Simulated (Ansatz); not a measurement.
Reaction (formal exchange of groups at the Sn–B bond): `C[B]([SiH3])[SnH3]` + `O[SiH2][SiH3]` → `O[SiH2][SiH2][SnH3]` + `CB[SiH3]`

Gas-phase electronic energies from Ansatz, PBE0-D4/def2-TZVP geometries. CCSD(T)/CBS adds triple-zeta CCSD(T) − MP2 to the extrapolated MP2 energy (def2 sets, frozen cores). DFT in def2-TZVPP. def2 core potentials past Kr. For Sn outer-core shells are correlated without core-valence functions, which leaves a few kJ/mol of doubt a bond. One conformer a species, not always the lowest.

```tsv
level	ΔE (kcal/mol)
r2SCAN-D4	-9.3
ωB97X-V	-9.0
```

Problem. What does CCSD(T)/CBS give? (An estimate is asked.)

Solution. Computed: -8.6 kcal/mol. The listed levels differ from it by -0.7, -0.4 kcal/mol.

Largest T1 diagnostic among the species: 0.014.

In def2-TZVPP, CCSD(T) changes the Hartree–Fock value by +1.2 kcal/mol (the triples alone add +0.1 kcal/mol) and MP2 by +0.9 kcal/mol.
